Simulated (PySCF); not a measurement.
# Correlation energy of N (nitrogen, neutral)

[He] 2s2 2p2 3s1, high-spin 4P determinant (an excited configuration). All numbers are calculated (PySCF 2.14, no relativity, point nucleus, in aug-cc-pVTZ with one added diffuse shell each of s, p, d, f type (6s5p4d3f, 62 functions)). Frozen: 1s2; 5 electrons correlated.

```
  level  correlation energy (mhartree)
   CCSD                        -100.19
    (T)                          -2.57
CCSD(T)                        -102.76
```

Diagnostics: T1 = 0.018, D1 = 0.0524, largest double amplitude 0.117.

The outer electron is Rydberg-like, and this basis confines it to a smaller radius and binds it less than a complete one would.

Cost of the coupled-cluster step: of the order of 2.6 core-seconds, for 5 correlated electrons.
